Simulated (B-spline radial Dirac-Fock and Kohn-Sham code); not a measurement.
Z = 18 (argon), transition energy 200 keV. These are calculated numbers from a radial finite-basis atomic code; the model is a Dirac-Hartree-Slater potential of the neutral atom with a Latter tail (no hole, which puts coefficients of high multipoles low close above an edge), finite nucleus with surface currents. Subshells that would emit electrons below 1 keV are left out.

Task: A pure transition shows α(K) = 0.00150, L1/L2 = 95.1 and L1/L3 = 164. What is its multipolarity?
A. M4
B. M2
C. E4
D. M3
E. E2
F. E1
G. M1
H. E3

Result: G. For comparison, α(K), L1/L2, L1/L3 are E1 0.00181, 160, 84.7; E2 0.0129, 62.0, 43.6; E3 0.0780, 25.0, 20.7; E4 0.448, 12.4, 11.0; M2 0.00891, 47.9, 88.6; M3 0.0519, 28.8, 35.0; M4 0.302, 19.4, 17.0.
